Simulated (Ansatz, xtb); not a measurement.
Relative energy of two isomers of GeH6OSn

We compare a, `[GeH3][O][SnH3]`, a singlet, with b, `[OH][SnH2][GeH3]`, a singlet. Both are isolated molecules in the gas phase, relaxed with B3LYP-D3(BJ)/def2-SVP; the shapes shown needn't be the lowest conformers.

a (Å):

```csv
atom,x (Å),y (Å),z (Å)
Ge,-0.0231,-0.3761,0.3529
O,0.4440,1.2369,0.9359
Sn,0.4796,2.0046,2.7778
H,-1.5034,-0.6608,0.7101
H,0.8755,-1.4563,1.0052
H,0.1712,-0.3620,-1.1755
H,-1.1235,1.9541,3.4025
H,1.5553,1.0526,3.7263
H,1.0461,3.6037,2.5432
```

b (Å):

| atom | x (Å) | y (Å) | z (Å) |
| --- | --- | --- | --- |
| Ge | 0.3247 | 1.8430 | 2.7508 |
| O | -0.9353 | -1.0010 | 0.5555 |
| Sn | 0.4512 | 0.4524 | 0.5234 |
| H | -0.8102 | -1.6084 | 1.2974 |
| H | 2.0028 | -0.2766 | 0.2958 |
| H | -0.0166 | 1.3475 | -0.8649 |
| H | -1.0623 | 2.5000 | 2.8993 |
| H | 0.5654 | 0.9235 | 3.9674 |
| H | 1.4016 | 2.9498 | 2.7585 |

Estimate which is lower in electronic energy at CCSD(T)/def2-TZVP, and by roughly how much.

Too close to call at this level: CCSD(T)/def2-TZVP gives E(b) − E(a) = −0.94 kcal/mol.

Level by level:

```csv
level,geometry,E(b) − E(a) (kcal/mol),departure from the last row (kcal/mol),"job, with rough time for the two"
GFN2-xTB,GFN2-xTB,+2.98,+3.93,"optimisation, 0.12 s"
HF/STO-3G,GFN2-xTB,−7.76,−6.82,"single point, 0.68 s"
r2SCAN-D4/def2-SVP,GFN2-xTB,−5.39,−4.45,"single point, 2 s"
B3LYP-D3(BJ)/def2-SVP,B3LYP-D3(BJ)/def2-SVP,−2.12,−1.18,"optimisation, 32 s"
HF/def2-TZVP,B3LYP-D3(BJ)/def2-SVP,+2.57,+3.52,part of the CCSD(T) run
MP2/def2-TZVP,B3LYP-D3(BJ)/def2-SVP,−0.96,−0.02,part of the CCSD(T) run
CCSD(T)/def2-TZVP,B3LYP-D3(BJ)/def2-SVP,−0.94,,"single point, 50 s"
```

As drawn, b has 1 Ge–Sn, 1 O–H in place of 1 Ge–O, 1 Sn–H.

The largest departure from CCSD(T)/def2-TZVP is that of HF/STO-3G, 6.82 kcal/mol.

With harmonic frequencies from B3LYP-D3(BJ)/def2-SVP (ideal gas, rigid rotor, one conformer each, 298.15 K, 1 atm): on the last row, ΔE + ΔZPE = +0.52 kcal/mol. A mode under 50 cm⁻¹ makes harmonic enthalpies and free energies unreliable, so none is given.

The correlated steps freeze 14 core orbitals; the filled d shell of Ge and Sn is correlated, in a basis made for valence electrons. Atoms past krypton carry core potentials in the def2 sets, other sets are all-electron and non-relativistic, and no spin–orbit term is included. Programs: Ansatz 0.2.0, xtb 6.7.1; the last row on 2 threads of Intel(R) Xeon(R) 6975P-C (Granite Rapids) on a shared host.
